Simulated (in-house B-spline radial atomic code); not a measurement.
What moves the levels of Dy²⁺ ([Xe] 4f10)? Level of theory: Dirac-Hartree-Fock, average of configuration, Fermi nucleus of rms radius 5.2218 fm; calculated with a radial B-spline atomic code at the basis-set limit.

Baseline run (computed): total energy -12160.9289 hartree, 1s1/2 at -1988.974 hartree, 4f7/2 at -26.221 eV with <r> = 0.8393 bohr.

Scaling the speed of light c (a factor of 100 is close to the non-relativistic limit):

```
c/c0  ΔE (hartree)  4f7/2 level (eV)  4f7/2 <r> (bohr)
0.95       -64.499          -25.6982            0.8451
0.98       -24.392          -26.0211            0.8414
1.02        22.724          -26.4104            0.8372
   2        401.64          -29.9632            0.8043
 100        520.47          -31.2434            0.7942
```

Changing the nucleus:

```json
{"nucleus": "Gaussian nucleus of rms radius 5.2218 fm", "ΔE (eV)": "-0.17"}
{"nucleus": "uniform spherical nucleus of rms radius 5.2218 fm", "ΔE (eV)": "0.0456"}
{"nucleus": "Gaussian nucleus of rms radius 0.01 fm", "ΔE (eV)": "-29.5"}
{"nucleus": "Fermi nucleus of rms radius 5.1174 fm", "ΔE (eV)": "-1.02"}
{"nucleus": "Fermi nucleus of rms radius 5.3262 fm", "ΔE (eV)": "1.03"}
```

A larger nucleus binds the electrons less, roughly as the density at the nucleus times the change of the nuclear <r²>. At equal rms radius the shape enters only through higher moments. A radius of 0.01 fm is nearly a point.

(1) The nuclear charge is raised by 0.1. What does the Hellmann-Feynman theorem predict for the energy, and what is found?

## Answers

(1) dE/dZ ≈ -Σ<1/r>, which is -453.99 at the start and -455.013 at the end; their mean times 0.1 is -45.45 hartree, and the two runs differ by -45.449 hartree.
